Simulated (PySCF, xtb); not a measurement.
CH8FNOSi2, SMILES O[SiH2]N[SiH2]CF.

GFN2-xTB in xtb at its own geometry gives an orbital gap of 5.56 eV and a dipole moment of 2.28 D.

Geometry optimised at B3LYP-D3(BJ)/def2-SVP. The structure was generated by enumeration, and PubChem lists no compound with its InChIKey, so it may never have been made. One conformer was computed; it need not be the lowest.

What does PBE/def2-TZVP in PySCF give? (An estimate is asked for; the answer gives what the named calculation found.)

gap 5.58 eV (levels -6.33 and -0.76 eV), dipole 2.05 D.
